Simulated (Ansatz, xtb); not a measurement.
Species: C$_{3}$H$_{4}$Cl, net charge -1, singlet state. It need not be the lowest isomer of its formula. Whether it binds its extra electron was not tested at this geometry. 
Geometry from a B3LYP-D3(BJ)/def2-TZVP (Ansatz, a program for electronic structure) optimisation:
SMILES: [CH-]=CCCl
```xyz
8

C     -2.2616     0.0060    -0.6666
C     -1.1751    -0.6435    -0.1813
C      0.1578    -0.3052    -0.6823
Cl     1.3602     0.4867     0.6647
H     -3.1773    -0.4686    -0.2482
H     -1.1763    -1.4749     0.5433
H      0.1142     0.4698    -1.4411
H      0.7900    -1.1431    -0.9729
```
Charge -1, spin multiplicity 1.

Harmonic wavenumbers from GFN2-xTB (xtb, at its own minimum), cm⁻¹: 141, 213, 343, 429, 656, 857, 926, 1054, 1081, 1131, 1239, 1333, 1422, 1456, 2491, 2629, 2960, 3025.

Problem. Give the harmonic wavenumbers at B3LYP-D3(BJ)/def2-TZVP (Ansatz, finite differences of forces, unscaled).

Solution. 141, 234, 382, 483, 681, 899, 977, 997, 1094, 1198, 1204, 1304, 1452, 1506, 2812, 2912, 3058, 3157 cm⁻¹. Zero-point energy 35.0 kcal/mol.

Problem. From these and the geometry, give the ideal-gas thermochemistry at 298.15 K and 1 atm (rigid rotor, harmonic oscillator).

Solution. Point group C1, rotational symmetry number 1. Rotational constants 22.51, 2.659, 2.577 GHz. S(trans) 38.88, S(rot) 25.15, S(vib) 7.24, S(elec, spin only) 0.00, S 71.3 cal/(mol K). H(298) - H(0) 3.67 kcal/mol; G - E(el) 17.4 kcal/mol.
